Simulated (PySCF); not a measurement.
C$_{3}$H$_{7}$O$_{3}$, charge +1, singlet, geometry from GFN2-xTB; HF/STO-3G (PySCF).

Input for PySCF:
```python
from pyscf import gto, scf

mol = gto.Mole()
mol.atom = '''
    C     2.436945    0.246000   -0.304260
    O     1.067879   -0.083175   -0.648920
    C     0.160729    0.050397    0.225021
    O     0.022700    0.431928    1.313095
    O    -1.124619   -0.529626   -0.477989
    C    -2.399879   -0.122121    0.079044
    H     2.487047    0.744392    0.662646
    H     3.004990   -0.683780   -0.286058
    H     2.811615    0.894159   -1.095063
    H    -1.094256   -0.436771   -1.452867
    H    -2.291991   -0.104075    1.163762
    H    -2.697573    0.862865   -0.278680
    H    -3.134280   -0.875455   -0.202052
'''
mol.basis = 'sto-3g'
mol.charge = 1
mol.spin = 0
mol.verbose = 4
mol.build()

mf = scf.RHF(mol)
mf.DIIS = scf.EDIIS
mf.kernel()
```

Output, abridged:

```
PySCF version 2.14.0

[INPUT] verbose = 4
[INPUT] num. atoms = 13
[INPUT] num. electrons = 48
[INPUT] charge = 1
[INPUT] spin (= nelec alpha-beta = 2S) = 0
[INPUT] symmetry False subgroup None
[INPUT] Mole.unit = angstrom
[INPUT] Symbol           X                Y                Z      unit          X                Y                Z       unit  Magmom
[INPUT]  1 C      2.436945000000   0.246000000000  -0.304260000000 AA    4.605158630628   0.464872626643  -0.574968070660 Bohr   0.0
[INPUT]  2 O      1.067879000000  -0.083175000000  -0.648920000000 AA    2.017998844174  -0.157177970411  -1.226281076753 Bohr   0.0
[INPUT]  3 C      0.160729000000   0.050397000000   0.225021000000 AA    0.303733790275   0.095236527500   0.425228062276 Bohr   0.0
[INPUT]  4 O      0.022700000000   0.431928000000   1.313095000000 AA    0.042896783028   0.816225625531   2.481389925536 Bohr   0.0
[INPUT]  5 O     -1.124619000000  -0.529626000000  -0.477989000000 AA   -2.125221904482  -1.000848088449  -0.903268300555 Bohr   0.0
[INPUT]  6 C     -2.399879000000  -0.122121000000   0.079044000000 AA   -4.535114042095  -0.230775244058   0.149371511790 Bohr   0.0
[INPUT]  7 H      2.487047000000   0.744392000000   0.662646000000 AA    4.699837688921   1.406697009317   1.252219457539 Bohr   0.0
[INPUT]  8 H      3.004990000000  -0.683780000000  -0.286058000000 AA    5.678608107057  -1.292156929455  -0.540571275741 Bohr   0.0
[INPUT]  9 H      2.811615000000   0.894159000000  -1.095063000000 AA    5.313182317719   1.689715621815  -2.069369159145 Bohr   0.0
[INPUT] 10 H     -1.094256000000  -0.436771000000  -1.452867000000 AA   -2.067844150162  -0.825377569152  -2.745520725418 Bohr   0.0
[INPUT] 11 H     -2.291991000000  -0.104075000000   1.163762000000 AA   -4.331235269968  -0.196673246414   2.199191454176 Bohr   0.0
[INPUT] 12 H     -2.697573000000   0.862865000000  -0.278680000000 AA   -5.097674171021   1.630578532473  -0.526628876394 Bohr   0.0
[INPUT] 13 H     -3.134280000000  -0.875455000000  -0.202052000000 AA   -5.922930797702  -1.654370184381  -0.381822942921 Bohr   0.0

nuclear repulsion = 258.373482191121
number of shells = 25
number of NR pGTOs = 111
number of NR cGTOs = 37
basis = sto-3g
ecp = {}

******** <class 'pyscf.scf.hf.RHF'> ********
method = RHF
initial guess = minao
damping factor = 0
level_shift factor = 0
DIIS = <class 'pyscf.scf.diis.EDIIS'>
diis_start_cycle = 1
diis_space = 8
diis_damp = 0
SCF conv_tol = 1e-09
SCF conv_tol_grad = None
SCF max_cycles = 50
direct_scf = True
direct_scf_tol = 1e-13
Set gradient conv threshold to 3.16228e-05
Initial guess from minao.
init E= -339.190616875228
  HOMO = -0.361536949652131  LUMO = 0.172376986771641  gap/eV = 14.52854
cycle= 1 E= -337.40482265612  delta_E= 1.79  |g|= 0.776  |ddm|= 4.43
  HOMO = -0.533990974112266  LUMO = 0.0309273663305477  gap/eV = 15.37221
cycle= 2 E= -337.530089505713  delta_E= -0.125  |g|= 0.541  |ddm|= 1.47
  HOMO = -0.594186888201045  LUMO = 0.0554978114445618  gap/eV = 17.67882
cycle= 3 E= -337.600961495731  delta_E= -0.0709  |g|= 0.0801  |ddm|= 0.637
  HOMO = -0.594186887402183  LUMO = 0.055497809819303  gap/eV = 17.67882
cycle= 4 E= -337.60096149653  delta_E= -7.99e-10  |g|= 0.0801  |ddm|= 3.48e-08
  HOMO = -0.594186888303482  LUMO = 0.0554978116529619  gap/eV = 17.67882
cycle= 5 E= -337.600961495629  delta_E= 9.01e-10  |g|= 0.0801  |ddm|= 3.92e-08
  HOMO = -0.594186888197829  LUMO = 0.0554978114380121  gap/eV = 17.67882
cycle= 6 E= -337.600961495733  delta_E= -1.04e-10  |g|= 0.0801  |ddm|= 4.6e-09
  HOMO = -0.594186888283269  LUMO = 0.05549781161184  gap/eV = 17.67882
cycle= 7 E= -337.60096149565  delta_E= 8.32e-11  |g|= 0.0801  |ddm|= 3.72e-09
  HOMO = -0.594186888226709  LUMO = 0.0554978114967676  gap/eV = 17.67882
cycle= 8 E= -337.600961495704  delta_E= -5.47e-11  |g|= 0.0801  |ddm|= 2.46e-09
  HOMO = -0.594186887883295  LUMO = 0.0554978107981122  gap/eV = 17.67882
cycle= 9 E= -337.600961496049  delta_E= -3.45e-10  |g|= 0.0801  |ddm|= 1.5e-08
  HOMO = -0.603330943422137  LUMO = 0.0706518474134025  gap/eV = 18.34001
cycle= 10 E= -337.602324043848  delta_E= -0.00136  |g|= 0.0668  |ddm|= 0.0951
  HOMO = -0.597257442022081  LUMO = 0.0693169280350137  gap/eV = 18.13841
cycle= 11 E= -337.603260123066  delta_E= -0.000936  |g|= 0.0496  |ddm|= 0.126
  HOMO = -0.597558101362447  LUMO = 0.0700942355633902  gap/eV = 18.16775
cycle= 12 E= -337.603905949465  delta_E= -0.000646  |g|= 0.00845  |ddm|= 0.057
  HOMO = -0.597558101371951  LUMO = 0.0700942358396687  gap/eV = 18.16775
cycle= 13 E= -337.603905949473  delta_E= -8.64e-12  |g|= 0.00845  |ddm|= 1.91e-08
  HOMO = -0.597558101375091  LUMO = 0.0700942359309664  gap/eV = 18.16775
cycle= 14 E= -337.603905949476  delta_E= -2.5e-12  |g|= 0.00845  |ddm|= 6.32e-09
  HOMO = -0.597558101373253  LUMO = 0.0700942358775084  gap/eV = 18.16775
cycle= 15 E= -337.603905949475  delta_E= 1.36e-12  |g|= 0.00845  |ddm|= 3.7e-09
  HOMO = -0.597558101373951  LUMO = 0.070094235897418  gap/eV = 18.16775
cycle= 16 E= -337.603905949475  delta_E=    0  |g|= 0.00845  |ddm|= 1.38e-09
  HOMO = -0.597634705027205  LUMO = 0.0707678327605245  gap/eV = 18.18816
cycle= 17 E= -337.603962763188  delta_E= -5.68e-05  |g|= 0.00639  |ddm|= 0.018
  HOMO = -0.597634705006063  LUMO = 0.0707678327150081  gap/eV = 18.18816
cycle= 18 E= -337.603962763159  delta_E= 2.86e-11  |g|= 0.00639  |ddm|= 1.01e-08
  HOMO = -0.597273607700969  LUMO = 0.0708439442082751  gap/eV = 18.18040
cycle= 19 E= -337.603990505083  delta_E= -2.77e-05  |g|= 0.00344  |ddm|= 0.0104
  HOMO = -0.597238163523585  LUMO = 0.0708734784902572  gap/eV = 18.18024
cycle= 20 E= -337.603990838636  delta_E= -3.34e-07  |g|= 0.00498  |ddm|= 0.00435
  HOMO = -0.59705622811508  LUMO = 0.0709687048550394  gap/eV = 18.17788
cycle= 21 E= -337.604001885298  delta_E= -1.1e-05  |g|= 0.00216  |ddm|= 0.00873
  HOMO = -0.597057247132632  LUMO = 0.0709686636061978  gap/eV = 18.17791
cycle= 22 E= -337.604001895784  delta_E= -1.05e-08  |g|= 0.00214  |ddm|= 4.73e-05
  HOMO = -0.596989940522802  LUMO = 0.0710395151695721  gap/eV = 18.17801
cycle= 23 E= -337.604005643889  delta_E= -3.75e-06  |g|= 0.00166  |ddm|= 0.00483
  HOMO = -0.596989827825913  LUMO = 0.0710395376750417  gap/eV = 18.17800
cycle= 24 E= -337.604005646747  delta_E= -2.86e-09  |g|= 0.00165  |ddm|= 3.94e-06
  HOMO = -0.596893556987173  LUMO = 0.0710591783348105  gap/eV = 18.17592
cycle= 25 E= -337.604007029165  delta_E= -1.38e-06  |g|= 0.000889  |ddm|= 0.00334
  HOMO = -0.59689351915001  LUMO = 0.0710593605388422  gap/eV = 18.17592
cycle= 26 E= -337.604007035273  delta_E= -6.11e-09  |g|= 0.000884  |ddm|= 1.19e-05
  HOMO = -0.596892026806317  LUMO = 0.0710665363728631  gap/eV = 18.17608
cycle= 27 E= -337.604007246724  delta_E= -2.11e-07  |g|= 0.000686  |ddm|= 0.000467
  HOMO = -0.596884848895352  LUMO = 0.071089832893251  gap/eV = 18.17652
cycle= 28 E= -337.604007570105  delta_E= -3.23e-07  |g|= 0.000675  |ddm|= 0.0015
  HOMO = -0.59688190676762  LUMO = 0.0710900487635783  gap/eV = 18.17644
cycle= 29 E= -337.604007597286  delta_E= -2.72e-08  |g|= 0.000621  |ddm|= 9.7e-05
  HOMO = -0.596873336931255  LUMO = 0.0710908061428422  gap/eV = 18.17623
cycle= 30 E= -337.604007664512  delta_E= -6.72e-08  |g|= 0.000475  |ddm|= 0.000283
  HOMO = -0.596867182679728  LUMO = 0.0710917335305563  gap/eV = 18.17609
cycle= 31 E= -337.604007704004  delta_E= -3.95e-08  |g|= 0.00039  |ddm|= 0.000206
  HOMO = -0.596860926526352  LUMO = 0.0710929852368987  gap/eV = 18.17595
cycle= 32 E= -337.604007738222  delta_E= -3.42e-08  |g|= 0.000319  |ddm|= 0.000214
  HOMO = -0.596845139178653  LUMO = 0.0710956614246884  gap/eV = 18.17559
cycle= 33 E= -337.604007787719  delta_E= -4.95e-08  |g|= 0.000268  |ddm|= 0.000531
  HOMO = -0.596844581262132  LUMO = 0.0710971387759431  gap/eV = 18.17562
cycle= 34 E= -337.604007801512  delta_E= -1.38e-08  |g|= 0.000233  |ddm|= 9.5e-05
  HOMO = -0.596843612909107  LUMO = 0.0710988820170587  gap/eV = 18.17564
cycle= 35 E= -337.604007815621  delta_E= -1.41e-08  |g|= 0.000199  |ddm|= 0.000114
  HOMO = -0.596842144279951  LUMO = 0.0711030917778323  gap/eV = 18.17572
cycle= 36 E= -337.604007838323  delta_E= -2.27e-08  |g|= 0.000167  |ddm|= 0.000271
  HOMO = -0.596840715207398  LUMO = 0.0711040914529437  gap/eV = 18.17570
cycle= 37 E= -337.604007843766  delta_E= -5.44e-09  |g|= 0.000158  |ddm|= 7.65e-05
  HOMO = -0.596839910180946  LUMO = 0.071102954489053  gap/eV = 18.17565
cycle= 38 E= -337.604007841687  delta_E= 2.08e-09  |g|= 0.000144  |ddm|= 7.92e-05
  HOMO = -0.596838473141233  LUMO = 0.0711042664852173  gap/eV = 18.17565
cycle= 39 E= -337.604007848136  delta_E= -6.45e-09  |g|= 0.000132  |ddm|= 9.34e-05
  HOMO = -0.596835253516009  LUMO = 0.071106231813863  gap/eV = 18.17561
cycle= 40 E= -337.604007857349  delta_E= -9.21e-09  |g|= 0.000107  |ddm|= 0.000158
  HOMO = -0.596835048178509  LUMO = 0.0711064197644563  gap/eV = 18.17561
cycle= 41 E= -337.604007857982  delta_E= -6.32e-10  |g|= 0.000106  |ddm|= 1.35e-05
  HOMO = -0.596831428755844  LUMO = 0.0711072381739994  gap/eV = 18.17554
cycle= 42 E= -337.604007863091  delta_E= -5.11e-09  |g|= 7.58e-05  |ddm|= 0.000127
  HOMO = -0.596831800829425  LUMO = 0.0711073703554977  gap/eV = 18.17555
cycle= 43 E= -337.604007863142  delta_E= -5.1e-11  |g|= 7.67e-05  |ddm|= 1.52e-05
  HOMO = -0.596829266641919  LUMO = 0.0711086040559606  gap/eV = 18.17552
cycle= 44 E= -337.604007866957  delta_E= -3.81e-09  |g|= 5.63e-05  |ddm|= 0.000111
  HOMO = -0.596829813376369  LUMO = 0.0711083538677247  gap/eV = 18.17552
cycle= 45 E= -337.60400786626  delta_E= 6.97e-10  |g|= 6.05e-05  |ddm|= 2.33e-05
  HOMO = -0.596829280199776  LUMO = 0.0711087823017447  gap/eV = 18.17552
cycle= 46 E= -337.604007867231  delta_E= -9.71e-10  |g|= 5.55e-05  |ddm|= 3.18e-05
  HOMO = -0.59682846140217  LUMO = 0.0711092058092859  gap/eV = 18.17551
cycle= 47 E= -337.604007868229  delta_E= -9.98e-10  |g|= 4.87e-05  |ddm|= 3.72e-05
  HOMO = -0.596827254515306  LUMO = 0.0711100317720955  gap/eV = 18.17550
cycle= 48 E= -337.604007869664  delta_E= -1.43e-09  |g|= 3.87e-05  |ddm|= 6.46e-05
  HOMO = -0.596827278428084  LUMO = 0.071109921109986  gap/eV = 18.17550
cycle= 49 E= -337.604007869554  delta_E= 1.1e-10  |g|= 3.87e-05  |ddm|= 7.08e-06
  HOMO = -0.596826816447445  LUMO = 0.0711102291759286  gap/eV = 18.17549
cycle= 50 E= -337.604007870006  delta_E= -4.53e-10  |g|= 3.49e-05  |ddm|= 2.44e-05
SCF not converged.
SCF energy = -337.604007870006
```

Convergence was not reached.
